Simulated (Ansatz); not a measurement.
Start from `F[Si](F)(F)I` and change one atom or group to get `C[Si](F)(F)I`.

Ansatz, PBE0-D4/def2-TZVP geometries, multiplicity 1. 

Elements past krypton have def2 core potentials.

| property | `F[Si](F)(F)I` |
| --- | --- |
| size of the dipole moment (ωB97M-V/def2-TZVPP) / D | 1.14 |
| zero-point energy (PBE0-D4/def2-TZVP) / kJ/mol | 27.3 |
| HOMO–LUMO gap (ωB97M-V/def2-TZVPP) / eV | 11.97 |
| HOMO–LUMO gap (PBE0/def2-TZVPP) / eV | 7.87 |
| HOMO energy (PBE/def2-TZVPP) / eV | -7.40 |
| HOMO–LUMO gap (PBE/def2-TZVPP) / eV | 5.74 |

(1) What does the change do to each property? (An estimate is asked.)

Answers

(1) Computed: 
```
                                          property  `C[Si](F)(F)I`  shift
size of the dipole moment (ωB97M-V/def2-TZVPP) / D            2.15   1.01
    zero-point energy (PBE0-D4/def2-TZVP) / kJ/mol           115.9   88.6
           HOMO–LUMO gap (ωB97M-V/def2-TZVPP) / eV           11.94  -0.03
              HOMO–LUMO gap (PBE0/def2-TZVPP) / eV            7.93   0.06
                 HOMO energy (PBE/def2-TZVPP) / eV           -6.89   0.51
               HOMO–LUMO gap (PBE/def2-TZVPP) / eV            5.86   0.12
```

With PBE0 the HOMO rises by 0.55 eV and the LUMO rises by 0.61 eV, so the gap widens by about 0.06 eV. PBE moves the HOMO by 0.51 eV and ωB97M-V by 0.55 eV. The zero-point energy changes by 88.6 kJ/mol with +9 modes. Dipoles are sizes alone; their direction can turn.

Spin–orbit coupling is left out; it splits and shifts lone-pair levels of the heavy atoms by tenths of an eV.
